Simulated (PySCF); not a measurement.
Spinor energies of Sc⁺ (scandium, charge +1)

Start: [Ar] 3d1 4p1; 3d5/2 filled at m_j = +5/2; 4p3/2 filled at m_j = +3/2. Calculated with PySCF 2.14 in x2c-SVPall-2c with one added diffuse shell each of s, d type (6s5p4d1f, 48 functions): generalised Hartree-Fock with the X2C-1e Hamiltonian and a Gaussian nucleus; one run each with spin-orbit coupling (SO) switched off, then screened by Boettger's factors. This is a chosen level, not necessarily the ground level.

```
spinor shell  electrons  ε, spin-free (eV)  ε, screened SO (eV)  weight of nominal j (screened SO)  rms radius, screened SO (bohr)
       1s1/2          2            -4544.6              -4544.6                              1.000                          0.0845
       2s1/2          2            -531.12              -531.12                              1.000                           0.370
       2p1/2          2            -434.08              -437.14                              0.997                           0.338
       2p3/2          4            -434.08              -432.58                              0.999                           0.340
       3s1/2          2            -77.924              -77.930                              1.000                            1.15
       3p3/2          4            -50.445              -50.741                              0.847                            1.27
       3p1/2          2            -50.445              -49.870                              0.695                            1.26
       3d5/2          1            -16.782              -16.772                              1.000                            1.91
       4p3/2          1             -8.845               -8.831                              1.000                            3.87
```

```tsv
quantity	spin-free	screened SO
E (hartree)	-762.85716	-762.85844
M_J	4	4
⟨J²⟩	20.004	20.004
⟨L²⟩	12.004	12.004
⟨S²⟩	2.001	2.001
```

Each row is a mean over spinors that exchange with the open shell spreads, by up to 4.582 eV (3p3/2).

Rows whose weight is well below 1 are mixtures of j = l ± 1/2: exchange outweighs spin-orbit coupling there, and the label is only the starting occupation.

Without spin-orbit coupling the j labels of p, d and f shells carry no meaning; the spin-free column gives the mean over the occupied spinors of each nl shell.
